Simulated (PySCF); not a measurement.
## Trend along the chalcogens: MLi molecules

CCSD(T) with triple-zeta basis sets in PySCF, for the lowest determinant that a PBE0 search found; no spin–orbit coupling. De refers to high-spin ground-configuration atoms.

```json
{"M": "O", "basis": "x2c-TZVPPall", "reference, frozen orbitals": "UHF, 1", "state (unpaired electrons)": "doublet (π ↑)", "Re (Å)": "1.694", "ωe (cm⁻¹)": "822", "De (eV)": "3.34"}
{"M": "Se", "basis": "x2c-TZVPPall", "reference, frozen orbitals": "UHF, 9", "state (unpaired electrons)": "doublet (π ↑)", "Re (Å)": "2.283", "ωe (cm⁻¹)": "512", "De (eV)": "2.77"}
```

(1) The row for M = S is missing. Estimate Re, ωe and De as the mean of the rows for O and Se, and compare with the calculation.

Correlated steps freeze the inner cores (1 to 9 orbitals); shallow outer-core shells are correlated. Spin–orbit coupling is left out. States were picked by a PBE0 search and need not be the measured ground states.

## Answers

(1) The means are 1.988 Å, 667 cm⁻¹ and 3.05 eV. UHF-CCSD(T) in x2c-TZVPPall gives LiS as a doublet (π ↑) with Re = 2.157 Å, ωe = 584 cm⁻¹, De = 2.96 eV, so the estimate is off by -16.9 pm, +14 % and +0.10 eV.
